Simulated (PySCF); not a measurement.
# Working out the electron affinity of Ga

Ga⁻ [Ar] 3d10 4s2 4p2 (3P) → Ga [Ar] 3d10 4s2 4p1 (2P). Computed with PySCF 2.14 in aug-cc-pVTZ-PP with one added diffuse shell each of s, d, f type with ECP10MDF (7s5p5d3f, 68 functions), with scalar relativity through the core potential. Frozen: 3s2 3p6 3d10. Energies in hartree (1 hartree = 27.21139 eV):

| part | Ga⁻ (lower) | Ga (upper) |
| --- | --- | --- |
| UHF | -258.299736 | -258.302074 |
| MP2 opposite-spin | -0.036499 | -0.031869 |
| MP2 same-spin | -0.009663 | -0.002581 |

**Question.** What does Hartree-Fock give?

**Answer.** (-258.302074) − (-258.299736) = -0.002338 hartree = -0.064 eV.

**Question.** What do MP2 and SCS-MP2 (6/5 opposite-spin, 1/3 same-spin) give?

**Answer.** The opposite-spin parts differ by 0.126 eV and the same-spin parts by 0.193 eV. MP2: -0.064 + (0.126) + (0.193) = 0.255 eV. SCS-MP2: -0.064 + 1.2 × (0.126) + (0.193)/3 = 0.152 eV.

Reference: 0.301 eV (measured; photodetachment measurements, as compiled on the Wikipedia data page of electron affinities), between the lowest levels; spin-orbit coupling is absent from the calculation.

What remains against the reference includes basis incompleteness, the frozen core and correlation beyond second order.
